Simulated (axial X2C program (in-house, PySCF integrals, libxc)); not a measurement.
**BI⁺: from Re and ωe to a spectrum**

A bond curve at the r2SCAN level, with spin–orbit coupling, was computed with an axial X2C code built on PySCF integrals (basis I dyall-cv3z [11s12p8d4f1g], B dyall-v3z [7s6p2d1f] (cores contracted in-house)) for the state Ω = 1/2 (⟨Sz⟩ = 0.50, ⟨Lz⟩ = 0.00 at r2SCAN). Its fit gives Re = 1.9657 Å, ωe = 789.7 cm⁻¹, ωexe = 4.55 cm⁻¹ and αe = 3.047e-03 cm⁻¹; the masses are 126.9045 and 11.0093 u. Two-component means X2C with spin–orbit coupling and atomic mean-field Coulomb and Gaunt terms.

Problem. Find the reduced mass, Be and the force constant.

Solution. From the r2SCAN values: μ = 10.1305 u. Be = 16.8576/(μ Re²) = 0.4307 cm⁻¹. k = 5.8918×10⁻⁷ μ ωe² = 3.72 mdyn/Å.

Problem. Where do the fundamental and the first overtone lie?

Solution. ν(1←0) = ωe − 2ωexe = 780.6 cm⁻¹; ν(2←0) = 2ωe − 6ωexe = 1552.1 cm⁻¹.

Problem. A Morse curve ties αe to the other constants (Pekeris). How well does that hold?

Solution. αe(Morse) = 6Be²/ωe × (√(ωexe/Be) − 1) = 3.171e-03 cm⁻¹; the r2SCAN curve gives 3.047e-03 cm⁻¹, a ratio of 1.04.

Problem. Estimate the centrifugal constant by the Kratzer relation.

Solution. D = 4Be³/ωe² = 5.12e-07 cm⁻¹.

Occupations by symmetry block were frozen at the best pattern of an incomplete PBE0 search. Density functionals use the spin component along the axis (collinear).
